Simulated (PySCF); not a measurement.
CH4ClNOSi2, SMILES Cl[Si@]1([SiH2]C=N1)O.

Geometry: TPSSh-D3(BJ)/def2-SVP. The structure was generated by enumeration; whether it is a known compound was not checked. Other conformers were not sampled.

Level of theory: TDA-PBE/def2-SVPD (PySCF 2.14.0).

Vertical excitations. 

```json
[
 {"state": "S1", "energy (eV)": "3.51", "λ (nm)": "353", "f": "0.000", "main pairs": "HOMO→LUMO 98 %"},
 {"state": "S2", "energy (eV)": "4.51", "λ (nm)": "275", "f": "0.001", "main pairs": "HOMO→LUMO+1 99 %"},
 {"state": "S3", "energy (eV)": "4.64", "λ (nm)": "267", "f": "0.000", "main pairs": "HOMO−1→LUMO 96 %"},
 {"state": "S4", "energy (eV)": "4.84", "λ (nm)": "256", "f": "0.005", "main pairs": "HOMO→LUMO+2 94 %"},
 {"state": "S5", "energy (eV)": "5.17", "λ (nm)": "240", "f": "0.010", "main pairs": "HOMO→LUMO+3 96 %"},
 {"state": "S6", "energy (eV)": "5.34", "λ (nm)": "232", "f": "0.008", "main pairs": "HOMO−2→LUMO 86 %"},
 {"state": "S7", "energy (eV)": "5.72", "λ (nm)": "217", "f": "0.004", "main pairs": "HOMO−3→LUMO 53 %, HOMO→LUMO+4 36 %"},
 {"state": "S8", "energy (eV)": "5.74", "λ (nm)": "216", "f": "0.005", "main pairs": "HOMO→LUMO+4 62 %, HOMO−3→LUMO 27 %"},
 {"state": "S9", "energy (eV)": "5.97", "λ (nm)": "208", "f": "0.001", "main pairs": "HOMO−4→LUMO 82 %, HOMO−5→LUMO 12 %"},
 {"state": "S10", "energy (eV)": "6.00", "λ (nm)": "207", "f": "0.008", "main pairs": "HOMO→LUMO+5 90 %"},
 {"state": "T1", "energy (eV)": "2.80", "λ (nm)": "443", "f": "0", "main pairs": "HOMO→LUMO 99 %"},
 {"state": "T2", "energy (eV)": "4.34", "λ (nm)": "286", "f": "0", "main pairs": "HOMO→LUMO+1 97 %"},
 {"state": "T3", "energy (eV)": "4.40", "λ (nm)": "281", "f": "0", "main pairs": "HOMO−1→LUMO 92 %"},
 {"state": "T4", "energy (eV)": "4.60", "λ (nm)": "270", "f": "0", "main pairs": "HOMO→LUMO+2 94 %"}
]
```
Triplets are in the Tamm–Dancoff approximation.
